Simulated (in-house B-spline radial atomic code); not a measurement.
How G0W0 and RPA depend on the start: the aluminium ion Al⁺

Configuration [Ne] 3s2. Computed with an all-electron radial atomic-structure program (B-spline basis): all electrons, non-relativistic, point nucleus, each spin shell either full or empty, empty states to l = 9 with an (l + 1/2)⁻⁴ tail; G0W0 by contour deformation at full frequency.

| start | mean-field 3s (eV) | G0W0 (eV) | QP weight | RPA correlation (Eh) |
| --- | --- | --- | --- | --- |
| Hartree-Fock | -17.750 | -18.866 | 0.958 | -0.61617 |
| LDA VWN5 | -14.890 | -18.996 | 0.898 | -0.71405 |
| PBE | -14.785 | -18.973 | 0.896 | -0.71212 |
| PBE0 | -15.739 | -18.978 | 0.923 | -0.68283 |
| r2SCAN | -14.936 | -19.024 | 0.914 | -0.69622 |
| HSE06 | -15.349 | -18.970 | 0.914 | -0.68828 |
| B3LYP (VWN-RPA) | -15.611 | -18.959 | 0.918 | -0.6894 |
| SCAN | -14.957 | -19.019 | 0.914 | -0.6959 |
| TPSS | -14.845 | -18.990 | 0.901 | -0.70551 |
| BHandHLYP | -16.592 | -18.924 | 0.939 | -0.65876 |
| CAM-B3LYP | -17.073 | ? | ? | ? |
| LC-wPBE | -18.313 | -18.932 | 0.956 | -0.66443 |
| wB97X | -18.010 | ? | ? | ? |
| PBEsol | -14.749 | -18.989 | 0.897 | -0.71239 |
| BLYP | -14.694 | -18.932 | 0.894 | -0.7132 |
| r2SCAN0 | -15.820 | -18.994 | 0.930 | -0.67309 |
| LDA exchange-only | -13.757 | -18.898 | 0.880 | -0.71317 |

What G0W0 level, weight and RPA correlation energy follow from the wB97X start?

G0W0 level -18.916 eV, weight 0.954, RPA correlation -0.66164 hartree.

What G0W0 level, weight and RPA correlation energy follow from the CAM-B3LYP start?

G0W0 level -18.937 eV, weight 0.943, RPA correlation -0.67111 hartree.

How much of the dependence on the start does G0W0 remove?

The mean-field levels span 4.56 eV and the G0W0 levels 0.158 eV. Against 18.829 eV (NIST, measured) the G0W0 removal energies are off by +0.04 to +0.20 eV, with relativity, Breit and QED terms left out.
